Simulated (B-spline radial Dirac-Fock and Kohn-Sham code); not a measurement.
# Two-hole binding energies of Pm⁺

System: promethium as Pm⁺, 1s2 2s2 2p6 3s2 3p6 3d10 4s2 4p6 4d10 4f6 5s2 5p6 (an excited configuration).

Calculated with a radial atomic solver, using Dirac-Fock ΔSCF + Breit + QED. U is the two-hole binding energy less the two single-hole energies, the effective repulsion of the holes after relaxation. Each two-hole energy is an average over J within one jj subconfiguration.

```csv
holes,E(a) (eV),E(b) (eV),E(ab) (eV),U (eV)
1s⁻²,45185.1,45185.1,91414.2,1044.0
1s⁻¹ 3p3/2⁻¹,45185.1,1360.9,46623.1,77.0
1s⁻¹ 3d3/2⁻¹,45185.1,1053.4,46311.4,72.9
1s⁻¹ 3d5/2⁻¹,45185.1,1029.5,46285.4,70.8
2s⁻²,7434.7,7434.7,?,?
2s⁻¹ 2p1/2⁻¹,7434.7,7015.2,14605.2,155.3
2s⁻¹ 2p3/2⁻¹,7434.7,6461.6,14044.7,148.4
2p1/2⁻¹ 2p3/2⁻¹,7015.2,6461.6,13660.7,183.9
2p3/2⁻²,6461.6,6461.6,13104.0,180.8
2s⁻¹ 3d3/2⁻¹,7434.7,1053.4,8559.3,71.3
2s⁻¹ 3d5/2⁻¹,7434.7,1029.5,8533.8,69.7
2p1/2⁻¹ 3p3/2⁻¹,7015.2,1360.9,8442.7,66.6
2p3/2⁻¹ 3s⁻¹,6461.6,1653.4,8178.7,63.7
2p1/2⁻¹ 3d5/2⁻¹,7015.2,1029.5,8116.6,71.9
```

Task: Give the missing two-hole energy and U.

Result: E(ab) = 15034.2 eV and U = 164.9 eV.
